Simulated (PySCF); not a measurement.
**Polarisability and C₆ of Tc²⁺ (technetium, charge +2)**

[Kr] 4d4 5s1, high-spin 6D determinant (an excited configuration). All numbers are calculated (PySCF 2.14, the spin-free X2C one-electron Hamiltonian (Gaussian nucleus), in x2c-TZVPPall with one added diffuse shell each of s, p, d, f type (9s7p7d3f1g, 95 functions)). Coupled (time-dependent) response in atomic units; α is the mean over directions.

```json
{"method": "UHF", "mean α (bohr³)": "30.54", "α xx, yy, zz": "30.89, 30.89, 29.83", "C₆ (like pair)": "187.0", "S(−4)": "664.5"}
{"method": "PBE", "mean α (bohr³)": "23.46", "α xx, yy, zz": "23.67, 23.67, 23.06", "C₆ (like pair)": "141.1", "S(−4)": "337.0"}
{"method": "PBE0", "mean α (bohr³)": "24.91", "α xx, yy, zz": "25.16, 25.16, 24.39", "C₆ (like pair)": "149.8", "S(−4)": "396.2"}
```

S(−4) is the Cauchy moment in α(ω) = α(0) + S(−4) ω² + …

Spin-orbit coupling is absent.

α(iu) at PBE:

```
u (hartree)  α(iu) (bohr³)
          0          23.46
     0.0500          22.66
      0.100          20.62
      0.200          15.70
      0.300          11.93
      0.500          7.758
      0.750          5.341
       1.00          4.031
       1.50          2.595
       2.00          1.813
       3.00          1.016
       5.00         0.4428
```

A single London oscillator, α(iu) = α/(1 + u²/ω²), gives C₆ = (3/4) ω α². Matching the computed C₆ needs ω = 4 × 141.1 / (3 × 23.46²) = 0.342 hartree.

For an ion, C₆ is the dispersion term alone; charge-induced terms of lower order in 1/R come first.

The components differ because the open shell of this determinant is not spherical; for a pure term their mean is the scalar polarisability.
